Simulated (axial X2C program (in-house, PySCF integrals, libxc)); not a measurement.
## Worked dissociation energy of VP: M06, without spin–orbit coupling

All values were computed with an in-house relativistic program for diatomic molecules. Spin-free means the one-electron spin-free X2C Hamiltonian. Basis: V dyall-cv3z [10s10p6d4f2g], P dyall-v3z [8s7p2d1f] (cores contracted in-house); Gaussian nuclei, density fitting, unrestricted open shells. Masses: V 50.944 u, P 30.974 u.

Molecular state: M_S = 1, Λ = 2 (beyond evenly filled blocks: σα, δ+α).

- E(V) (2M_S = 3, M_L = 3): -949.168190 hartree
- E(P) (2M_S = 3, M_L = 0): -342.080302 hartree
- E(VP) at Re: -1291.353721 hartree
- ωe: 439.4 cm⁻¹
- ωexe: 1.83 cm⁻¹

**Question.** Work out De and D0.

**Answer.** De = -949.168190 + (-342.080302) − (-1291.353721) = 0.10523 hartree = 2.863 eV. The zero-point energy is ωe/2 − ωexe/4 = 219 cm⁻¹ = 0.027 eV, so D0 = 2.836 eV.

The state is a single determinant with fixed occupations, the lowest that a limited PBE0 search found. De is counted from the lowest determinant-based energies of the atoms at the same level, without counterpoise correction. Other states lie close and PBE0, whose exact exchange favours high spin, may order them wrongly; the determinant shown need not be the ground state. The nearest other spin-free determinant of the search, M_S = 1, Λ = 0, lies 0.33 eV up at the distance of the search. Without a current term, density functionals place determinants with orbital angular momentum somewhat too high. The determinant is spin-polarised beyond a pure state at some levels (its spin-free form has ⟨S²⟩ too high), which makes Re and μ there less reliable.

Each atomic determinant is the lowest at this level and need not be a pure term. Totals compare only within one Hamiltonian and basis.
